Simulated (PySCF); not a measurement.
# HRuN + Br₂ → BrRuN + HBr

Level: PBE0 in the def2-TZVP basis family, computed in PySCF with density fitting; scalar-relativistic core potentials for atoms from Rb on, none lighter, no spin–orbit coupling; open shells unrestricted.

| species | state and structure | E (Eh) | ZPE (kJ/mol) | H(298 K) − H(0) (kJ/mol) | S° (J/(mol K)) |
| --- | --- | --- | --- | --- | --- |
| HRuN | singlet, Cs, Ru–H 1.632 Å, Ru–N 1.548 Å; H–Ru–N 105.7° | -150.10761 | 22.0 | 10.6 | 252.0 |
| Br₂ | singlet, D∞h, Br–Br 2.281 Å | -5147.70672 | 2.0 | 9.7 | 244.8 |
| BrRuN | singlet, Cs, Ru–Br 2.412 Å, Ru–N 1.542 Å; Br–Ru–N 135.3° | -2723.44917 | 9.9 | 13.0 | 302.0 |
| HBr | singlet, C∞v, H–Br 1.421 Å | -2574.45811 | 16.0 | 8.7 | 198.5 |

Q: What is the electronic reaction energy?

A: At PBE0/def2-TZVP, ΔE = -244.0 kJ/mol from the differences of the total energies times 2625.5, downhill. 

Q: Add zero-point, thermal and entropy terms for 298.15 K and 1 bar.

A: ΔZPE = 1.9 and Δ[H(298) − H(0)] = 1.4 kJ/mol give ΔH° = -240.7 kJ/mol. ΔS° = 3.7 J/(mol K), so ΔG° = -240.7 − 298.15 × (0.0037) = -242 kJ/mol.

The structures come from searches over a few start shapes, so lower isomers are not excluded.
